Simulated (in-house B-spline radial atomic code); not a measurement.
Checks on a self-consistent run for Sb7+, [Ne] 3s2 (3p1/2)2 (3p3/2)3 3d10 4s2 (4p1/2)1 (4p3/2)4 4d10. Computed with a radial B-spline atomic code at the basis-set limit: Dirac-Hartree-Fock, average of the jj configuration, Fermi nucleus of rms radius 4.6802 fm.

| orbital | q | ε (Eh) | <1/r> | <r²> | small-component weight |
| --- | --- | --- | --- | --- | --- |
| 1s1/2 | 2 | -1132.78596 | 54.3288 | 0.00109328 | 0.035169 |
| 2s1/2 | 2 | -180.28733 | 12.6565 | 0.0175987 | 0.0075047 |
| 2p1/2 | 2 | -168.59480 | 12.5988 | 0.0131195 | 0.0074867 |
| 2p3/2 | 4 | -159.23869 | 11.6942 | 0.0144422 | 0.0071285 |
| 3s1/2 | 2 | -40.43082 | 4.52526 | 0.12219 | 0.0022248 |
| 3p1/2 | 2 | -35.74093 | 4.42386 | 0.117466 | 0.0021573 |
| 3p3/2 | 3 | -34.02803 | 4.19864 | 0.126911 | 0.0020602 |
| 3d3/2 | 4 | -25.62836 | 4.05633 | 0.105558 | 0.001946 |
| 3d5/2 | 6 | -25.17890 | 4.00161 | 0.107865 | 0.0019202 |
| 4s1/2 | 2 | -10.39935 | 1.8031 | 0.671125 | 0.00061793 |
| 4p1/2 | 1 | -8.78451 | 1.7109 | 0.73028 | 0.00057246 |
| 4p3/2 | 4 | -8.35009 | 1.66081 | 0.77516 | 0.00056253 |
| 4d3/2 | 4 | -5.39526 | 1.4212 | 0.984545 | 0.00042503 |
| 4d5/2 | 6 | -5.41809 | 1.41064 | 0.993765 | 0.00042163 |

Electron-electron repulsion V_ee = 2211.3443 hartree.

Task: What total energy follows from the eigenvalues?

Result: The eigenvalues count the repulsion twice, so E = Σqε - V_ee = -4225.378 - 2211.344 = -6436.723 hartree; the run printed -6436.723.

Task: Does the Dirac virial theorem hold?

Result: For a point nucleus E = -2c²Σq·w, with w the small-component weight. Here Σq·w = 0.17137 and c = 137.0360, so the ratio E/(-2c²Σq·w) is 1.000052; the finite nucleus accounts for the departure from 1.

Task: What diamagnetic shielding (Lamb formula) and susceptibility (Langevin formula) do the radii give?

Result: σ = (α²/3)Σq<1/r> = 302.783/(3·137.036²) = 5374.5 ppm, and χ = -0.79199×10⁻⁶·Σq<r²> = -13.56×10⁻⁶ cm³/mol with Σq<r²> = 17.125 bohr². Both are non-relativistic formulas without the paramagnetism of open shells; for so heavy an element the full relativistic shielding is larger by tens of per cent.
